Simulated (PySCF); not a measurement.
A GIAO shielding run with PySCF (density fitting, non-relativistic, gas phase) on SMILES [Si@H]([SiH2]CC)(C#N)O[SiH3], C$_{3}$H$_{11}$NOSi$_{3}$:

```
{"job": {"kind": "nmr", "xc": "PBE0", "basis": "pcSseg-1"}, "charge": 0, "multiplicity": 1}
C     -2.917552    -0.661240    -0.355605
C     -2.278075    -0.008414     0.864930
Si    -0.460437    -0.526707     1.110213
Si     0.744526    -0.075424    -0.809367
C      0.321130     1.623677    -1.490437
N      0.023740     2.666963    -1.861151
O      2.321509    -0.039184    -0.437244
Si     3.819223     0.308131     0.077616
H     -2.412751    -0.350663    -1.269403
H     -2.861225    -1.745696    -0.285328
H     -3.966879    -0.382915    -0.440205
H     -2.853110    -0.273401     1.753050
H     -2.349753     1.076141     0.763385
H      0.046783     0.155003     2.314118
H     -0.440183    -1.968768     1.419567
H      0.673762    -0.939610    -1.994895
H      4.229405    -0.880306     0.822619
H      3.724154     1.492752     0.927265
H      4.625929     0.538913    -1.116588
```

Hardware: 1 thread of an x86-64 server CPU, shared host. The job also computes population analyses, field gradients.

(1) How large is the calculation?

(2) How long does it take?

## Answers

(1) 86 electrons, 212 basis functions and 1167 auxiliary functions.

(2) 50 s of wall time, with 14 SCF cycles and 5 response iterations. Times on a shared host scatter by some tens of per cent.
